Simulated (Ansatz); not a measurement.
Gas-phase electronic energies from Ansatz, PBE0-D4/def2-TZVP geometries. CCSD(T)/CBS adds triple-zeta CCSD(T) − MP2 to the extrapolated MP2 energy (def2 sets, frozen cores). Functionals use def2-TZVPP. B3LYP here is the variant with VWN-RPA as its local correlation; programs differ in this. For Ga, Ge outer-core shells are correlated without core-valence functions, which leaves a few kJ/mol of doubt a bond. Scalar relativity is left out up to krypton. One conformer a species, not always the lowest.

Reaction (redistribution): `[NH2][Ga]([SH])[Cl]` + `C[N](C)[Ge][OH]` → `C[N](C)[Ga]([NH2])[SH]` + `[OH][Ge][Cl]`

```
             level  ΔE (kJ/mol)  difference from CCSD(T)/CBS
           PBE0-D4         24.4                          0.6
           ωB97X-V         24.0                          0.2
               PBE         23.2                         -0.6
              PBE0         25.6                          1.8
             B3LYP         22.8                         -1.0
    MP2/def2-TZVPP         28.5                          4.7
SCS-MP2/def2-TZVPP         27.3                          3.5
CCSD(T)/def2-TZVPP         27.3                          3.5
    MP2/def2-QZVPP         26.2                          2.4
      HF/CBS(def2)         26.8                          3.0
       CCSD(T)/CBS         23.8                            0
```

Largest T1 diagnostic among the species: 0.014.
